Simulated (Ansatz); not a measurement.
One geometry of Zr(OH)Cl3 (ZrCl₃OH), several levels of theory.

```yaml
crystal:
  periodic: [false, false, false]
  atoms:
    - {symbol: Zr, position_ang: [-0.032727, -0.057310, -0.403321]}
    - {symbol: O, position_ang: [0.118106, 0.207198, 1.464918]}
    - {symbol: H, position_ang: [0.195957, 0.343606, 2.420279]}
    - {symbol: Cl, position_ang: [2.122954, -0.172446, -1.338449]}
    - {symbol: Cl, position_ang: [-1.216803, 1.746661, -1.340532]}
    - {symbol: Cl, position_ang: [-1.187477, -2.067699, -0.802885]}
basis:
  gaussian: {orbitals: def2-TZVP, initial_orbitals: start.molden}
hamiltonian: {xc: lda}
scf: {omitted_lower_state_checks: [starts]}
output: {orbitals: {seedname: orbitals}}
```

The file start.molden holds the orbitals of an earlier run on this structure, at another level or in another basis.

```sh
$ ansatz run in.yaml --threads 4 --pin off --events-out ev --progress --plain --max-ram 3916MiB
```

Shortened log:

```
Functional definition: SPW92
1284 factors; their error is unknown
mean field evaluation 1: about -40783.2785 eV, gradient 3.6e1 eV
mean field evaluation 2: about -40783.7531 eV, gradient 6.8e-1 eV
mean field evaluation 4: about -40783.7501 eV, gradient 1.3e-1 eV
mean field -40783.75010441 eV, -1498.7751721182 hartree, gradient 1.6e-5 eV, S^2 0.000000; 0 other end points of the search recorded, 0 dependent functions left out
reference -40783.75016724 eV, -1498.7751744272 hartree; 36, 36 occupied and 152, 152 virtual orbitals, 1284 factors
Total energy: -40783.75016724 eV, -1498.7751744272 hartree
Checks for a lower state left out: starts
```

It took 1.1 s on 4 threads of Arm Neoverse V1 on a shared host.

As the first input, with `gaussian: {orbitals: def2-SVP, initial_orbitals: start.molden}`, `hamiltonian: {xc: pbe, dispersion: d4}` (abridged; 1.2 s):

```
Functional definition: PBE
mean field -40889.85101195 eV, -1502.6743085526 hartree, gradient 1.8e-5 eV, S^2 0.000000
Total energy: -40890.05554130 eV, -1502.6818248676 hartree
Checks for a lower state left out: starts
```

First input, but with `gaussian: {orbitals: def2-TZVPD, initial_orbitals: start.molden}`, `hamiltonian: {xc: pbe0, dispersion: d4}` (abridged; 4.5 s):

```
Functional definition: PBE0
mean field -40907.68902824 eV, -1503.3298435604 hartree, gradient 1.4e-5 eV, S^2 0.000000
Total energy: -40907.86908634 eV, -1503.3364605734 hartree
Checks for a lower state left out: starts
```

The first input with `hamiltonian: {xc: r2scan, dispersion: d4}` (abridged; 4.8 s):

```
Functional definition: r2SCAN
mean field -40919.91939986 eV, -1503.7793014272 hartree, gradient 1.4e-5 eV, S^2 0.000000
Total energy: -40919.96876474 eV, -1503.7811155532 hartree
Checks for a lower state left out: starts
```

The first input with `gaussian: {orbitals: def2-SVP, initial_orbitals: start.molden}`, `hamiltonian: {xc: pbe0, dispersion: d4}` (abridged; 1.8 s):

```
Functional definition: PBE0
mean field -40892.14636583 eV, -1502.7586612518 hartree, gradient 2.9e-5 eV, S^2 0.000000
Total energy: -40892.32642395 eV, -1502.7652782658 hartree
Checks for a lower state left out: starts
```

As the first input, with `hamiltonian: {xc: {name: wB97X-V}}` (abridged; 9 s):

```
Functional definition: wB97X-V
mean field -40915.32087499 eV, -1503.6103087552 hartree, gradient 2.2e-5 eV, S^2 0.000000
Total energy: -40915.32087187 eV, -1503.6103086406 hartree
Checks for a lower state left out: starts
```

First input, but with `gaussian: {orbitals: def2-TZVPD, initial_orbitals: start.molden}`, `hamiltonian: {xc: pbe, dispersion: d4}` (abridged; 3.1 s):

```
Functional definition: PBE
mean field -40905.54585016 eV, -1503.2510832186 hartree, gradient 1.8e-5 eV, S^2 0.000000
Total energy: -40905.75037830 eV, -1503.2585994892 hartree
Checks for a lower state left out: starts
```

Geometry: PBE-D4/def2-SVP.

In the def2 sets Zr takes a core potential; there is no spin–orbit coupling.
